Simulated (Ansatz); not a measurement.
C3H8Al (`[CH2][Al]([CH3])[CH3]`) radical, 12 atoms. Charge 0, multiplicity 2. All runs use 4 threads of an Arm Neoverse V2 on a shared host. Correlated methods freeze the cores. Open-shell runs search over several starts.

Question: How many basis functions does each run have, and how long does it take in Ansatz? UKS ωB97M-V/def2-SVP energy; UHF-CCSD(T)/def2-TZVPP energy; UHF-CCSD(T)/def2-SVP energy; UKS PBE0-D4/def2-TZVPP energy; UKS PBE0-D4/def2-SVP energy; direct RPA on PBE orbitals/def2-TZVPP energy; UKS PBE0-D4/def2-TZVP relaxation (5 steps); UKS ωB97X-V/def2-TZVPP energy; UHF-MP2/def2-QZVPP energy; UKS PBE0-D4/def2-TZVP frequencies; UKS PBE-QIDH (frozen core)/def2-TZVPP energy; UKS BLYP-D4/def2-TZVPP energy. (Estimate.)

Answer: Computed: Other jobs shared the machine, so times are rough.

| level | job | functions | wall time | peak host memory (GiB) |
| --- | --- | --- | --- | --- |
| UKS PBE0-D4/def2-SVP | energy | 100 | 1.2 s | 0.45 |
| UKS BLYP-D4/def2-TZVPP | energy | 247 | 2.5 s | 0.34 |
| UKS PBE0-D4/def2-TZVPP | energy | 247 | 4 s | 0.72 |
| UKS ωB97M-V/def2-SVP | energy | 100 | 4.4 s | 0.46 |
| UKS PBE-QIDH (frozen core)/def2-TZVPP | energy | 247 | 4.8 s | 0.69 |
| direct RPA on PBE orbitals/def2-TZVPP | energy | 247 | 6 s | 0.74 |
| UHF-CCSD(T)/def2-SVP | energy | 100 | 7 s | 0.81 |
| UKS ωB97X-V/def2-TZVPP | energy | 247 | 8.5 s | 0.98 |
| UKS PBE0-D4/def2-TZVP | relaxation (5 steps) | 178 | 15 s | 0.47 |
| UHF-MP2/def2-QZVPP | energy | 481 | 18 s | 2.9 |
| UKS PBE0-D4/def2-TZVP | frequencies | 178 | 110 s | 0.46 |
| UHF-CCSD(T)/def2-TZVPP | energy | 247 | 14 min | 4.6 |
